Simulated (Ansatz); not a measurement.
Z-matrix (Å, degrees):
```
Ge
F 1 1.726
Se 1 2.322 2 107.1
F 1 1.724 2 102.9 3 119.0
Se 1 2.319 2 113.2 3 -128.5
H 3 1.470 1 90.2 2 25.8
H 5 1.470 1 90.5 2 74.7
```

The species carries charge 0 and has multiplicity 1.

Task: List the PBE/def2-TZVPP orbital energies in eV (Ansatz). (An estimate is asked.)

Result: The calculation gave: Occupied: -12303.13, -12303.09, -10806.58, -1563.11, -1563.08, -1403.89, -1403.87, -1403.86, -1403.84, -1403.80, -1403.77, -1339.77, -1193.21, -1193.20, -1193.19, -659.78, -659.77, -206.10, -206.07, -164.51, -151.43, -151.40, -151.37, -151.33, -151.14, -151.11, -115.96, -115.94, -115.94, -54.56, -54.54, -54.52, -54.51, -54.37, -54.34, -54.32, -54.28, -54.28, -54.25, -32.25, -31.99, -31.74, -31.72, -31.71, -29.09, -28.39, -18.62, -18.10, -13.87, -11.44, -10.96, -10.79, -10.18, -9.94, -9.65, -9.44, -9.15, -8.08, -6.74, -6.70. Lowest empty: -2.59, -1.33, -1.25, -0.45, 0.05, 0.34, 3.11, 3.29.
